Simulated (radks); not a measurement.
Ionisation of the iron ion Fe+, [Ar] 3d6 4s1, to [Ar] 3d6 as the strength of local exchange is varied. All-electron calculation, scalar-relativistic Kohn-Sham, Slater X-alpha exchange (alpha = 2/3 is LDA exchange), no correlation, spin-unpolarised, spherical densities, finite nucleus; Fermi nuclear charge, rms radius 3.7377 fm. Program: a radial shooting solver on a logarithmic mesh with Libxc functionals.

| alpha | E(Fe+) (hartree) | exchange (hartree) | IE (eV) | -e of the level emptied (eV) | <r> of it (bohr) |
|---|---|---|---|---|---|
| 0.603 | -1262.84477 | -45.79904 | 15.017 | 11.157 (4s) | 2.764 |
| 0.667 | -1267.71816 | -50.85514 | 15.450 | 11.588 (4s) | 2.728 |
| 0.724 | -1272.07429 | -55.38937 | 15.840 | 11.978 (4s) | 2.697 |
| 0.761 | -1274.90989 | -58.34828 | 16.096 | 12.235 (4s) | 2.677 |
| 0.834 | -1280.52274 | -64.22217 | 16.605 | 12.749 (4s) | 2.638 |
| 1.012 | -1294.31021 | -78.74413 | 17.872 | 14.044 (4s) | 2.548 |

NIST Atomic Spectra Database: 16.199 eV (measured). The Delta-SCF value meets it near alpha = 0.78. Spin polarisation and multiplet splitting are left out, so open shells lie too high by an amount that depends on their filling.

Beside tabulated values, note that spin-unpolarised runs miss the spin-polarisation part of the exchange energy of open shells.
